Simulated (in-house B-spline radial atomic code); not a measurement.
# Correlation energy from the adiabatic connection: −Z/r, Z = 2.18, wall at 0.602 bohr

Two electrons in a singlet, external potential −Z/r, Z = 2.18, wall at 0.602 bohr (atomic units). Full CI in B-splines (partial waves to l = 8, correlation up to 0.6 % small) with the density held fixed gives W(λ) = <V_ee>_λ − U, and E_c is the integral of W(λ) − W(0) from 0 to 1.

```csv
λ,W(λ) − W(0) (hartree)
0,0.00000
0.02,-0.00203
0.05,-0.00505
0.12,-0.01206
0.25,-0.02487
0.4,-0.03934
0.6,-0.05813
0.8,-0.07636
1,-0.09405
```

Q: Integrate the table by the trapezoid rule.

A: The strips give -0.00002, -0.00011, -0.00060, -0.00240, -0.00482, -0.00975, -0.01345, -0.01704, which sum to -0.04818 hartree. The direct value, W(1) − W(0) + T_c with T_c = 0.04583, is -0.04822; the curve is convex, so chords lie above it and the trapezoids fall short in size by 0.09 %.

Q: Now use only three numbers: W(0) = -3.2079, the initial slope W'(0) = -0.1014 (extrapolated from the first points) and the strong-coupling limit of the point-charge-plus-continuum model, W∞ = -3.5408. What do second-order theory and the interpolation W(λ) = W∞ + (W(0) − W∞)/√(1 + 2χλ) of Seidl, Perdew and Levy give?

A: Second order keeps the slope alone: E_c = W'(0)/2 = -0.05070, +5 % in size against -0.04822. Matching the slope fixes χ = W'(0)/(W∞ − W(0)) = -0.1014/(-0.33290) = 0.30460. Integrating, with s = √(1 + 2χ) = 1.268539, E_c = −(W(0) − W∞)(s − 1)/(s + 1) = −0.33290 × 0.268539/2.268539 = -0.03941 hartree, -18.3 % in size against the full result. At λ = 1 the formula gives W − W(0) = -0.07047 against -0.09405. Part of the miss can come from the model's W∞, which here lies above the computed W at λ = 10, -3.76188.
